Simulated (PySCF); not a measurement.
## Ni (nickel, neutral) across methods

[Ar] 3d8 4s2, high-spin 3F determinant. Computed with PySCF 2.14 in aug-cc-pVTZ with one added diffuse shell each of s, p, d, f, g type (9s8p6d4f3g, 118 functions), with no relativity, point nucleus.

| method | E (hartree) | mean ε 3d β (eV) | mean ε 4s α (eV) | mean ε 4s β (eV) | Σ⟨r²⟩ (bohr²) | ⟨S²⟩ |
| --- | --- | --- | --- | --- | --- | --- |
| UHF | -1506.87948 | -17.670 | -7.750 | -7.304 | 37.81 | 2.005 |
| r2SCANh | -1508.264 | -9.850 | -6.154 | -5.782 | 35.97 | 2.004 |
| B3LYP | -1508.348 | -10.514 | -6.316 | -6.010 | 36.13 | 2.003 |
| PBE | -1508.040 | -8.483 | -5.686 | -5.329 | 36.13 | 2.003 |
| r2SCAN | -1508.278 | -8.921 | -5.894 | -5.522 | 35.91 | 2.004 |
| PBE0 | -1508.058 | -10.899 | -6.376 | -6.016 | 36.19 | 2.003 |
| LDA | -1505.609 | -8.564 | -5.901 | -5.553 | 35.75 | 2.003 |
| M06 | -1508.241 | -10.743 | -6.756 | -6.200 | 35.51 | 2.006 |
